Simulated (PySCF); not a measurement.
Working out the ionisation energy of Nb

Nb [Kr] 4d4 5s1 (6D) → Nb⁺ [Kr] 4d4 (5D). All numbers are calculated (PySCF 2.14, a scalar-relativistic core potential, in cc-pVTZ-PP with ECP28MDF (5s5p4d2f1g, 63 functions)). Frozen: 4s2 4p6. Energies in hartree (1 hartree = 27.21139 eV):

| part | Nb (lower) | Nb⁺ (upper) |
| --- | --- | --- |
| UHF | -56.149276 | -55.929333 |
| MP2 opposite-spin | 0.000000 | 0.000000 |
| MP2 same-spin | -0.051304 | -0.034772 |

Problem. What does Hartree-Fock give?

Solution. (-55.929333) − (-56.149276) = 0.219943 hartree = 5.985 eV.

Problem. What do MP2 and SCS-MP2 (6/5 opposite-spin, 1/3 same-spin) give?

Solution. The opposite-spin parts differ by 0.000 eV and the same-spin parts by 0.450 eV. MP2: 5.985 + (0.000) + (0.450) = 6.435 eV. SCS-MP2: 5.985 + 1.2 × (0.000) + (0.450)/3 = 6.135 eV.

Measured between the centres of the two terms (NIST): 6.776 eV, so MP2 (valence) is off by -0.341 eV.

What remains against the reference includes basis incompleteness, the frozen core and correlation beyond second order.
